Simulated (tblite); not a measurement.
C7H8N (doublet state).
SMILES with atom numbers: `[H]/[N:8]=[CH:7]/[C@@H:5]([C:4]#[C:3][C:2]=[CH2:1])[CH3:6]` (hydrogens: H9, H10 on C1; H11 on C5; H12, H13, H14 on C6; H15 on C7; H16 on N8)

Geometry (GFN2-xTB, Å), atoms numbered from 1 in this order:
```xyz
16
C7H8N angstrom
C      4.015    0.337    0.394
C      2.751    0.234    0.133
C      1.466    0.148   -0.093
C      0.278    0.028   -0.401
C     -1.157   -0.032   -0.546
C     -1.659   -1.479   -0.604
C     -1.709    0.700    0.650
N     -2.246    1.824    0.502
H      4.774   -0.080   -0.257
H      4.388    0.845    1.275
H     -1.455    0.512   -1.450
H     -1.399   -2.008    0.311
H     -1.206   -1.999   -1.445
H     -2.740   -1.491   -0.723
H     -1.551    0.186    1.608
H     -2.558    2.285    1.353
```

Computed with GFN2-xTB (tblite): harmonic, unscaled wavenumbers at the GFN2-xTB geometry, gas phase. This tight-binding method is rough: wavenumbers can miss measured ones by several per cent, in bad cases by 10 to 20. One conformer, not necessarily the lowest. Open shells enter through the occupations alone, without spin polarisation, and single modes of such species can be off by tens of per cent.

Harmonic wavenumbers (cm⁻¹): 43.9, 77.3, 93.3, 118.2, 137.3, 190.5, 202.9, 252.2, 296.0, 364.2, 391.3, 433.1, 503.4, 700.6, 784.2, 824.4, 900.5, 933.9, 997.7, 1014.5, 1052.7, 1088.1, 1170.6, 1207.5, 1234.8, 1277.4, 1355.5, 1387.7, 1401.0, 1490.6, 1493.5, 1714.4, 1907.0, 2132.6, 2832.7, 2928.7, 2989.4, 3008.1, 3032.0, 3038.7, 3042.2, 3338.4.

A = 4090, B = 932.3, C = 790.3 MHz; mass 106.066 u (most abundant isotopes); point group C1, symmetry number 1; spin multiplicity 2.

Problem. Zero-point energy?

Solution. Half the sum of the wavenumbers: 26691 cm⁻¹ = 319.30 kJ/mol.

Problem. Give the ideal-gas entropy at 400 K and 1 bar in the rigid-rotor, harmonic-oscillator model (classical rotation).

Solution. Translation 173.13, rotation 125.24, vibration 169.70, spin (R ln 2) 5.76: S = 473.8 J/(mol K).

Problem. And Cp and H(400 K) − H(0)?

Solution. Cp = 181.88 J/(mol K), of which vibrations give 148.62 (their classical limit is 42 R = 349.2); H(400 K) − H(0) = 46.72 kJ/mol without the zero-point energy, 33.42 from vibrations.

Problem. What must be added to the electronic energy to get the Gibbs energy at 400 K and 1 bar?

Solution. ZPE + [H(400 K) − H(0)] − T·S = 319.30 + 46.72 − 189.53 = 176.49 kJ/mol.

Problem. How do the functions run with temperature in this model?

Solution. 
```json
{"T (K)": "50", "S (J/(mol K))": "249.8", "Cp (J/(mol K))": "59.2", "H − H(0) (kJ/mol)": "2.16", "G − H(0) (kJ/mol)": "-10.33", "ln q(vib)": "0.58"}
{"T (K)": "100", "S (J/(mol K))": "299.6", "Cp (J/(mol K))": "85.9", "H − H(0) (kJ/mol)": "5.83", "G − H(0) (kJ/mol)": "-24.13", "ln q(vib)": "1.99"}
{"T (K)": "298.15", "S (J/(mol K))": "425.0", "Cp (J/(mol K))": "151.7", "H − H(0) (kJ/mol)": "29.71", "G − H(0) (kJ/mol)": "-96.99", "ln q(vib)": "7.72"}
{"T (K)": "373.15", "S (J/(mol K))": "461.5", "Cp (J/(mol K))": "174.2", "H − H(0) (kJ/mol)": "41.94", "G − H(0) (kJ/mol)": "-130.25", "ln q(vib)": "9.68"}
{"T (K)": "500", "S (J/(mol K))": "517.3", "Cp (J/(mol K))": "208.0", "H − H(0) (kJ/mol)": "66.25", "G − H(0) (kJ/mol)": "-192.40", "ln q(vib)": "12.81"}
{"T (K)": "750", "S (J/(mol K))": "611.6", "Cp (J/(mol K))": "257.2", "H − H(0) (kJ/mol)": "124.82", "G − H(0) (kJ/mol)": "-333.89", "ln q(vib)": "18.45"}
{"T (K)": "1000", "S (J/(mol K))": "690.5", "Cp (J/(mol K))": "290.5", "H − H(0) (kJ/mol)": "193.55", "G − H(0) (kJ/mol)": "-496.93", "ln q(vib)": "23.52"}
```

q(vib) and H(0) count from the zero-point level.

Hindered rotation and anharmonicity are outside this model. Other conformers, if any are populated, would add a mixing term that is left out. The structure is chiral; the term R ln 2 for an equal mix with its mirror image is left out.

On an Arm Neoverse V1 with one thread, shared host with 32 logical CPUs at a one-minute load of 11, this took 0.46 s wall. This covers the Hessian and the dipole derivatives.
